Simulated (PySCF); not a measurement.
H2S2.

```xyz
4

S      1.0207     0.0678     0.0551
S     -1.0207    -0.0678     0.0551
H      1.2846    -0.8625    -0.8821
H     -1.2846     0.8625    -0.8821
```

The structure is a stationary point at PBE0-D3(BJ)/def2-TZVP.

Calculation: PBE/pcSseg-2 in PySCF. Non-relativistic, no solvent.

Computed absolute GIAO shielding of each atom: isotropic value and principal components (ppm):
```
atom  σ(iso)    σ11    σ22    σ33   span
----  ------  -----  -----  -----  -----
S1     579.9  408.6  531.1  800.1  391.5
S2     579.9  408.6  531.1  800.1  391.5
H3      28.2   19.2   27.0   38.4   19.2
H4      28.2   19.2   27.0   38.4   19.2
```
